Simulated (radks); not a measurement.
Numerical settings for neutral manganese, [Ar] 3d5 4s2. Calculated with a radial shooting solver on a logarithmic mesh with Libxc functionals: scalar-relativistic Kohn-Sham, PBE, spin-polarised, spherical densities, finite nucleus; open shells are filled with parallel spins first; Fermi nuclear charge, rms radius 3.7057 fm. The defaults (mesh step 0.008 in ln r, mesh end at 40 bohr or more with all orbitals vanishing there, Anderson mixing 0.5 over 9 steps, residual threshold near 1e-9 with the energy settled to 1e-9 hartree or 1e-11 of itself, here a cap of 70 iterations) give E = -1158.4954 hartree and 4s at -4.464 eV in 17 iterations. Times are rough (one thread of a shared host). Changes against that run (0 stands for a change within the tolerance of the run):

| setting | iterations | converged | E (mhartree) | e(4s) (meV) | CPU (s) |
|---|---|---|---|---|---|
| mesh step in ln r 0.005 | 19 | yes | 0 | 0 | 0.28 |
| mesh step in ln r 0.003 | 33 | yes | 0 | 0 | 0.66 |
| mesh step in ln r 0.02 | 15 | yes | 0 | 0 | 0.07 |
| mesh end (bohr) 5 | 17 | yes | +119 | +3.07e+03 | 0.15 |
| mesh end (bohr) 1 | 16 | level above zero | +1.27e+05 | +9.19e+05 | 0.12 |
| residual threshold 1e-16 | 70 | no | 0 | 0 | 0.39 |
| residual threshold 0.1 | 9 | yes | 0 | -0.222 | 0.11 |
| mixing 0.05 | 26 | yes | 0 | 0 | 0.24 |
| linear mixing, mixing 0.8 | 41 | no | diverged | - | 0.56 |
| linear mixing, mixing 0.05 | 70 | no | +0.372 | -86.7 | 0.63 |
| mixing history 20 | 25 | yes | 0 | 0 | 0.23 |
| iteration cap 8 | 8 | no | 0 | -0.222 | 0.09 |

Settled on a wrong energy, with an occupied level pushed above zero by the early mesh end: mesh end (bohr) 1 (+127 hartree). Apart from these: settings that end as converged yet miss the energy by more than 1 mhartree: mesh end (bohr) 5 (+0.119 hartree). A mesh that ends early acts as a hard wall.
